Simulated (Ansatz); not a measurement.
`[F][Ti]([F])([F])[c]1ccccc1`. Charge 0, multiplicity 1. The structure was optimised at the PBE0-D4/def2-TZVP level. It is one conformer, not always the lowest.

```xyz
15

F     0.527   -3.385   -0.764
Ti    0.309   -1.917   -1.697
F     1.694   -1.497   -2.684
F    -1.164   -1.966   -2.642
C     0.096   -0.417   -0.350
C     0.466    0.888   -0.685
C     0.274    1.923    0.217
C    -0.287    1.663    1.460
C    -0.655    0.370    1.805
C    -0.464   -0.667    0.905
H     0.913    1.104   -1.651
H     0.564    2.934   -0.047
H    -0.435    2.473    2.165
H    -1.089    0.170    2.778
H    -0.749   -1.675    1.190
```

**Question.** What is the dipole moment at ωB97M-V/def2-TZVPP? (An estimate is asked.)

**Answer.** Ansatz gave: 2.57 D, with components (-0.25, 1.90, 1.72) D in this frame, pointing from negative to positive charge.

**Question.** And with PBE, r2SCAN, B3LYP? (An estimate is asked.)

**Answer.** Computed: PBE 2.60 D, r2SCAN 2.72 D, B3LYP 2.82 D.

**Question.** Give the Mulliken charges with ωB97M-V, B3LYP, PBE in def2-TZVPP. (An estimate is asked.)

**Answer.** Ansatz gave: 
| atom | ωB97M-V | B3LYP | PBE |
| --- | --- | --- | --- |
| F1 | -0.34 | -0.36 | -0.31 |
| Ti2 | 1.16 | 1.22 | 1.05 |
| F3 | -0.34 | -0.36 | -0.31 |
| F4 | -0.34 | -0.36 | -0.31 |
| C5 | 0.03 | 0.03 | 0.06 |
| C6 | -0.22 | -0.24 | -0.23 |
| C7 | -0.11 | -0.11 | -0.10 |
| C8 | -0.09 | -0.10 | -0.08 |
| C9 | -0.11 | -0.11 | -0.10 |
| C10 | -0.22 | -0.24 | -0.23 |
| H11 | 0.11 | 0.12 | 0.10 |
| H12 | 0.12 | 0.13 | 0.12 |
| H13 | 0.13 | 0.14 | 0.12 |
| H14 | 0.12 | 0.13 | 0.12 |
| H15 | 0.11 | 0.12 | 0.10 |

B3LYP here is the variant with VWN-RPA as its local correlation; programs differ in this.
